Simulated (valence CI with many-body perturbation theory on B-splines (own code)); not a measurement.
## E1 line list for Cs XLVIII

Computed by configuration interaction combined with many-body perturbation theory (CI+MBPT): six valence electrons over a frozen Dirac-Fock core [He], a basis of 9 s, 9 p, 8 d, 6 f, 3 g, 1 h functions for each j, with the one-electron correlation potential Σ1 (screened to all orders), the two-electron term Σ2, the three-electron term Σ3, Breit, model QED; selected single and double excitations, second order for the rest, scaled by the run's own slope (own B-spline code, finite nucleus).

The last digits are not significant, and no measured levels were compared; by estimate large intervals hold to a few tenths of a per cent, small ones and those within an open d or f shell to about a per cent. Among the levels kept, up to 2400 cm⁻¹ of a level comes from second order outside the variational space, and about a tenth of that is noise between levels of different J, which matters for small intervals.

Lines 151 to 200 of 247 in falling wavelength, among levels below 5311.3 eV, chosen from the strongest by gf and those to the six lowest levels. Wavelengths and rates use the calculated energies. Electric multipoles are in the length gauge with retardation, E1 and E2 with the static RPA response of the core. Weak lines are less certain than strong ones. Lines between different terms over intervals too small for the method are left out, as are lines whose strength nearly cancels. The highest levels of a list are the least certain.

Levels are named by their leading jj configuration (3d3/2^4 stands for four electrons in 3d with j = 3/2), which in mixed levels can hold well under half, so a name can repeat and another be missing. Letters in brackets count levels of one name in rising energy.

```csv
λ vac (Å),Upper,Lower,A (s⁻¹),S (a.u.)
2.742,(2s^2 2p1/2^2 2p3/2 3d3/2) J=2,(2s^2 2p1/2 2p3/2^3) J=2,5.85e+10,2.97e-06
2.738,(2s^2 2p1/2^2 2p3/2 3d3/2) J=3,(2s^2 2p1/2 2p3/2^3) J=2,1.67e+10,1.18e-06
2.737,(2s^2 2p1/2 2p3/2^2 3p3/2) J=2 [b],(2s 2p1/2^2 2p3/2^3) J=1,1.44e+11,7.31e-06
2.737,(2s^2 2p1/2^2 2p3/2 3d3/2) J=1,(2s^2 2p1/2 2p3/2^3) J=2,1.32e+11,4.01e-06
2.735,(2s^2 2p1/2 2p3/2^2 3p3/2) J=3 [a],(2s 2p1/2^2 2p3/2^3) J=2,6.05e+11,4.28e-05
2.733,(2s^2 2p1/2 2p3/2^2 3p3/2) J=2 [a],(2s 2p1/2^2 2p3/2^3) J=2,7.48e+11,3.77e-05
2.732,(2s^2 2p1/2 2p3/2^2 3p3/2) J=1 [c],(2s 2p1/2^2 2p3/2^3) J=1,2.45e+10,7.39e-07
2.732,(2s^2 2p1/2^2 2p3/2 3d3/2) J=2,(2s^2 2p1/2 2p3/2^3) J=1,2.24e+11,1.13e-05
2.729,(2s^2 2p1/2 2p3/2^2 3p3/2) J=2 [c],(2s 2p1/2^2 2p3/2^3) J=1,5.03e+11,2.52e-05
2.727,(2s^2 2p1/2^2 2p3/2 3d3/2) J=1,(2s^2 2p1/2 2p3/2^3) J=1,5.47e+09,1.64e-07
2.726,(2s^2 2p1/2^2 2p3/2 3d3/2) J=0,(2s^2 2p1/2 2p3/2^3) J=1,1.23e+11,1.23e-06
2.725,(2s^2 2p1/2 2p3/2^2 3p3/2) J=1 [a],(2s 2p1/2^2 2p3/2^3) J=2,3.78e+08,1.13e-08
2.724,(2s 2p1/2^2 2p3/2^2 3s) J=2 [a],(2s 2p1/2^2 2p3/2^3) J=1,5.00e+12,2.49e-04
2.722,(2s^2 2p1/2 2p3/2^2 3p3/2) J=3 [b],(2s 2p1/2^2 2p3/2^3) J=2,4.26e+11,2.97e-05
2.719,(2s^2 2p1/2^2 2p3/2 3d5/2) J=2,(2s^2 2p1/2 2p3/2^3) J=2,1.41e+10,6.99e-07
2.712,(2s^2 2p1/2^2 2p3/2 3d5/2) J=3,(2s^2 2p1/2 2p3/2^3) J=2,8.57e+09,5.91e-07
2.711,(2s^2 2p1/2 2p3/2^2 3p3/2) J=1 [b],(2s 2p1/2^2 2p3/2^3) J=2,5.12e+11,1.51e-05
2.709,(2s^2 2p1/2^2 2p3/2 3d5/2) J=2,(2s^2 2p1/2 2p3/2^3) J=1,3.60e+10,1.77e-06
2.708,(2s^2 2p1/2^2 2p3/2 3d5/2) J=1,(2s^2 2p1/2 2p3/2^3) J=2,1.44e+10,4.23e-07
2.705,(2s^2 2p1/2 2p3/2^2 3p3/2) J=2 [b],(2s 2p1/2^2 2p3/2^3) J=2,7.73e+12,3.77e-04
2.704,(2s 2p1/2^2 2p3/2^2 3s) J=3,(2s 2p1/2^2 2p3/2^3) J=2,7.19e+12,4.91e-04
2.699,(2s^2 2p1/2 2p3/2^2 3p3/2) J=1 [c],(2s 2p1/2^2 2p3/2^3) J=2,2.65e+12,7.72e-05
2.698,(2s^2 2p1/2^2 2p3/2 3d5/2) J=1,(2s^2 2p1/2 2p3/2^3) J=1,3.88e+09,1.13e-07
2.697,(2s^2 2p1/2 2p3/2^2 3p3/2) J=2 [c],(2s 2p1/2^2 2p3/2^3) J=2,1.18e+13,5.72e-04
2.694,(2s^2 2p1/2^2 2p3/2 3s) J=1,(2s^2 2p1/2^2 2p3/2^2) J=0,1.90e+13,5.50e-04
2.694,(2s 2p1/2^2 2p3/2^2 3s) J=1 [a],(2s 2p1/2^2 2p3/2^3) J=1,1.17e+13,3.38e-04
2.693,(2s^2 2p1/2 2p3/2^2 3s) J=2 [a],(2s^2 2p1/2 2p3/2^3) J=2,2.57e+12,1.24e-04
2.692,(2s 2p1/2^2 2p3/2^2 3s) J=2 [a],(2s 2p1/2^2 2p3/2^3) J=2,3.02e+13,1.45e-03
2.690,(2s 2p1/2^2 2p3/2^2 3s) J=2 [b],(2s 2p1/2^2 2p3/2^3) J=1,8.35e+12,4.01e-04
2.690,(2s 2p1/2^2 2p3/2^2 3s) J=1 [b],(2s 2p1/2^2 2p3/2^3) J=1,3.81e+13,1.10e-03
2.688,(2s^2 2p1/2 2p3/2^2 3s) J=1 [a],(2s^2 2p1/2 2p3/2^3) J=2,9.45e+12,2.72e-04
2.683,(2s^2 2p1/2 2p3/2^2 3s) J=2 [a],(2s^2 2p1/2 2p3/2^3) J=1,7.23e+12,3.45e-04
2.683,(2s 2p1/2^2 2p3/2^2 3s) J=0,(2s 2p1/2^2 2p3/2^3) J=1,2.90e+13,2.76e-04
2.680,(2s^2 2p1/2 2p3/2^2 3s) J=3,(2s^2 2p1/2 2p3/2^3) J=2,9.33e+12,6.21e-04
2.678,(2s^2 2p1/2 2p3/2^2 3s) J=1 [a],(2s^2 2p1/2 2p3/2^3) J=1,4.88e+13,1.39e-03
2.677,(2s^2 2p1/2 2p3/2^2 3s) J=2 [b],(2s^2 2p1/2 2p3/2^3) J=2,5.16e+13,2.45e-03
2.675,(2s^2 2p1/2^2 2p3/2 3s) J=2,(2s^2 2p1/2^2 2p3/2^2) J=2,2.66e+13,1.26e-03
2.671,(2s^2 2p1/2^2 2p3/2 3s) J=1,(2s^2 2p1/2^2 2p3/2^2) J=2,4.65e+13,1.31e-03
2.668,(2s^2 2p1/2 2p3/2^2 3s) J=2 [b],(2s^2 2p1/2 2p3/2^3) J=1,7.60e+12,3.56e-04
2.662,(2s 2p1/2^2 2p3/2^2 3s) J=1 [a],(2s 2p1/2^2 2p3/2^3) J=2,1.43e+13,4.00e-04
2.660,(2s^2 2p1/2 2p3/2^2 3s) J=1 [b],(2s^2 2p1/2 2p3/2^3) J=2,2.35e+13,6.55e-04
2.659,(2s 2p1/2^2 2p3/2^2 3s) J=2 [b],(2s 2p1/2^2 2p3/2^3) J=2,2.00e+12,9.28e-05
2.659,(2s 2p1/2^2 2p3/2^2 3s) J=1 [b],(2s 2p1/2^2 2p3/2^3) J=2,2.07e+13,5.77e-04
2.652,(2s^2 2p1/2 2p3/2^2 3s) J=0,(2s^2 2p1/2 2p3/2^3) J=1,2.96e+13,2.72e-04
2.651,(2s^2 2p1/2 2p3/2^2 3s) J=1 [b],(2s^2 2p1/2 2p3/2^3) J=1,4.94e+12,1.36e-04
2.545,(2s^2 2p1/2^2 2p3/2 3d3/2) J=1,(2s^2 2p1/2^2 2p3/2^2) J=0,2.86e+13,7.00e-04
2.543,(2s^2 2p1/2 2p3/2^2 3d3/2) J=1 [a],(2s^2 2p1/2 2p3/2^3) J=2,1.45e+13,3.53e-04
2.543,(2s^2 2p1/2 2p3/2^2 3d3/2) J=2 [a],(2s^2 2p1/2 2p3/2^3) J=2,4.53e+12,1.84e-04
2.540,(2s^2 2p1/2 2p3/2^2 3d3/2) J=3 [a],(2s^2 2p1/2 2p3/2^3) J=2,2.76e+12,1.56e-04
2.535,(2s^2 2p1/2 2p3/2^2 3d3/2) J=1 [a],(2s^2 2p1/2 2p3/2^3) J=1,7.30e+12,1.76e-04
```
